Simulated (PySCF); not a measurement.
Fill in the blanks.

Compound: C5H9NOSi.
Geometry (PBE0-D3(BJ)/def2-SVP, Å), atoms numbered from 1 in this order:
```xyz
17
C5H9NOSi angstrom
N      3.454    1.728   -0.278
C      2.417    1.249   -0.098
C      1.120    0.602    0.153
C      1.275   -0.925    0.216
Si    -0.433   -1.716    0.423
C     -1.526   -0.667   -0.699
C     -1.126    0.803   -0.577
O      0.238    1.030   -0.848
H      0.773    0.973    1.142
H      1.727   -1.272   -0.727
H      1.960   -1.205    1.032
H     -0.421   -3.162    0.052
H     -0.876   -1.581    1.847
H     -2.594   -0.791   -0.460
H     -1.387   -0.994   -1.743
H     -1.673    1.420   -1.306
H     -1.378    1.191    0.432
```

```csv
property,level,value
point group,PBE0-D3(BJ)/def2-SVP,?
"rotational constants A, B, C",PBE0-D3(BJ)/def2-SVP,"3.356, 1.190, 0.929 GHz"
dipole moment,wB97X-D/def2-SVPD,?
HOMO energy,wB97X-D/def2-SVPD,?
LUMO energy,wB97X-D/def2-SVPD,1.72 eV
lowest singlet excitation,TDDFT wB97X-D/def2-SVPD,"7.21 eV (172 nm, f = 0.003)"
strongest line among the 6 lowest singlet transitions,TDDFT wB97X-D/def2-SVPD,"S6 at 8.19 eV (151 nm, f = 0.017)"
static isotropic polarisability,wB97X-D/def2-SVPD,90.2 au
electronic spatial extent ⟨r²⟩ about the centre of nuclear charge,wB97X-D/def2-SVPD,1241 bohr²
```

Gas-phase values; electronic properties from PySCF, density fitting. Isolated species at its PBE0-D3(BJ)/def2-SVP geometry (one conformer only).

Q: The point group?

A: C1.

Q: What is the HOMO energy?

A: -10.10 eV.

Q: Give the dipole moment.

A: 4.91 D.

In wavenumbers S1 is 58100 cm⁻¹ (1 eV = 8065.54 cm⁻¹). With B = h/(8π²I), that is 505.379 GHz u Å² over I, the principal moments of inertia are 150.6, 424.5 and 543.8 u Å² (most abundant isotopes). The polarisability is 13.37 Å³ as a volume (1 au = 0.148185 Å³), or 1.33 au for each of the 68 electrons. The rotational constants make it an asymmetric top with κ = (2B − A − C)/(A − C) = -0.78, nearer the prolate limit (−1).
